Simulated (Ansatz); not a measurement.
Species: bromo(trimethoxy)silane, C₃H₉BrO₃Si, net charge 0, singlet state. 
Structure (B3LYP-D3(BJ)/def2-TZVP (Ansatz, a first-principles code) minimum search):
```
Si
O 1 1.6162
C 2 1.4232 1 126.28
H 3 1.0888 2 107.63 1 178.91
H 3 1.0918 4 109.25 2 -120.27
H 3 1.0923 4 109.21 5 -119.46
O 1 1.6162 2 110.13 3 61.24
C 7 1.4232 1 126.28 2 -177.10
H 8 1.0888 7 107.63 1 178.91
H 8 1.0918 9 109.25 7 -120.27
H 8 1.0923 9 109.21 10 -119.46
O 1 1.6162 2 110.13 3 -177.10
C 12 1.4232 1 126.28 2 61.24
H 13 1.0888 12 107.63 1 178.91
H 13 1.0918 14 109.25 12 -120.27
H 13 1.0923 14 109.21 15 -119.46
Br 1 2.2503 2 108.80 3 -57.93
```
Charge 0, spin multiplicity 1.

Quantity: atomisation energy (electronic, to ground-state atoms), in kcal/mol. Valence correlation only, unless marked. Open shells are spin-unrestricted. Spin-orbit coupling is left out. Frozen are the shells of the preceding noble gas and the d and f shells that filled before the atom's block. Non-relativistic. The coupled-cluster limit lacks core correlation, which all-electron functionals hold. Basis-set limits of correlation are two-point, X^-3; Hartree-Fock from the larger set. [CCSD(T)-MP2]/basis is that difference in the basis named.

```tsv
level	program	atomisation energy (kcal/mol)
HF/def2-TZVPP	Ansatz	1165.7
HF/def2-QZVPPD	Ansatz	1168.3
PBE/def2-TZVPD	Ansatz	1617.2
PBE-D3(BJ)/def2-TZVPD	Ansatz + dftd3	1627.1
```

Task: What does RI-MP2/CBS(def2-TZVPPD,def2-QZVPPD)+[CCSD(T)-MP2]/def2-TZVPPD (Ansatz) give?

Result: 1603.7 kcal/mol
